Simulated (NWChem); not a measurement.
Molecule: GaH$_{2}$Cl; SMILES [GaH2][Cl]

Computed with NWChem. Structure relaxed at the B3LYP/6-31G* (spherical d) level.

For level B3PW91/def2-TZVP:

| Quantity | Value |
|---|---|
| highest occupied level (eV) | -8.23 |
| orbital gap (eV) | 6.23 |
| dipole (D) | 2.11 |

Problem. What are these values for level PW91/def2-TZVP?

Solution. The highest occupied level (eV) is -7.16 and the orbital gap (eV) is 4.43. The dipole (D) is 1.95.
